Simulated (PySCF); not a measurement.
Atoms are numbered as in `[CH2:1]=[C:2]([BH:3][BH:4][F:5])[CH2:6][F:7]` (H(Xn): hydrogen on atom n). Ha(C1) is cis to B3; Hb(C1) is trans to B3.

Geometry: PBE0-D3(BJ)/def2-SVP; GIAO shifts from PySCF 2.14, gas phase, non-relativistic, averaged over equivalent atoms.

At BHandHLYP/pcSseg-1 (149 basis functions, 13 s wall time on 1 thread of an Arm Neoverse V1, shared host):
```tsv
atoms	δ (ppm)
C2	165.5
C1	150.8
C6	85.9
B3	83.5
B4	63.6
F5	-9.5
F7	-212.8
H(B3)	7.33
Ha(C1)	6.35
Hb(C1)	6.33
H(B4)	5.93
H(C6)	5.13
```

Chemical shifts δ = σref − σ; TMS for ¹³C (σ = 183.98 ppm) and ¹H (σ = 31.44 ppm); BF3·OEt2 for ¹¹B (σ = 104.59 ppm); ¹⁹F (σ = 204.31 ppm) against CFCl3, all at this level.

Problem. What do these become at B3LYP/pcSseg-1?

Solution. 
```csv
atoms,δ at B3LYP/pcSseg-1,change
C2,168.1,+2.6
C1,148.8,-2.0
C6,89.6,+3.7
B3,83.4,-0.1
B4,63.9,+0.3
F5,-11.8,-2.3
F7,-226.4,-13.6
H(B3),7.48,+0.15
Ha(C1),6.30,-0.05
Hb(C1),6.30,-0.03
H(B4),6.23,+0.30
H(C6),5.22,+0.09
```

Scale: TMS for ¹³C (σ = 179.24 ppm) and ¹H (σ = 31.38 ppm); ¹¹B (σ = 97.83 ppm) vs BF3·OEt2; ¹⁹F (σ = 171.94 ppm) against CFCl3 (reference shieldings calculated alike).

The largest change is at F7 (fluorine on an sp3 carbon). Cost: 149 basis functions, 14 s wall time on 1 thread of an Arm Neoverse V1, shared host. The order of the carbon signals is the same at both levels.

A carbon bonded to boron is broadened by the quadrupolar boron nucleus and is often missing from a measured spectrum. Unscaled 19F shifts against computed CFCl3 carry errors that often reach 10 to 50 ppm.
